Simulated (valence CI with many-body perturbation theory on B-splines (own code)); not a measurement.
Values are calculated unless marked as measured or tabulated.
**Ga26+: what the settings do**

Level of theory: valence CI with perturbative core correlation (CI+MBPT): three valence electrons over a frozen Dirac-Fock core [He], radial functions for each j: 6 s, 6 p, 5 d, 3 f, 1 g, with the one-electron correlation potential Σ1, the two-electron term Σ2, the three-electron term Σ3, Breit, model QED; selected CI, second order for the rest, scaled by the run's own slope (own B-spline code, finite nucleus).

The last digits are not significant, and no measured levels were compared; by estimate large intervals hold to a few tenths of a per cent, small ones and those within an open d or f shell to about a per cent.

The reference run has the lowest level 2s2.2p 2P°_1/2 and an ionisation energy of 2683.62 eV. Its largest variational space holds 4317 state functions.

Names give the largest LS component (configuration and term), which can be under half, so a name can repeat, a term be missing and a line seem to break the LS rules; names also repeat where a configuration has a term twice.

Reference levels: 2s2.2p 2P°_3/2 256267, 2s.2p2 4P_1/2 542768, 2s.2p2 4P_3/2 684313, 2s.2p2 4P_5/2 780248, 2s.2p2 2D_3/2 1030780, 2s.2p2 2D_5/2 1117030, 2s.2p2 2P_1/2 1131300, 2s.2p2 2S_1/2 1405100, 2s.2p2 2P_3/2 1417510, 2p3 4S°_3/2 1704070, 2p3 2D°_3/2 1909620, 2p3 2D°_5/2 1976330 cm⁻¹.

**Question.** Rank these changes by the mean size of the shift of these levels, smallest first.
A. three-electron term on → off
B. size limit of the variational space 10000 → 1500; second order for the rest on → off
C. box radius (bohr) 2.1618 → 7.16; scale of Σ1 1 → 0
D. cutoff of virtual states (hartree) 1922 → 140.17

**Answer.** B (96 cm⁻¹), A (230 cm⁻¹), D (1100 cm⁻¹), C (1500 cm⁻¹).
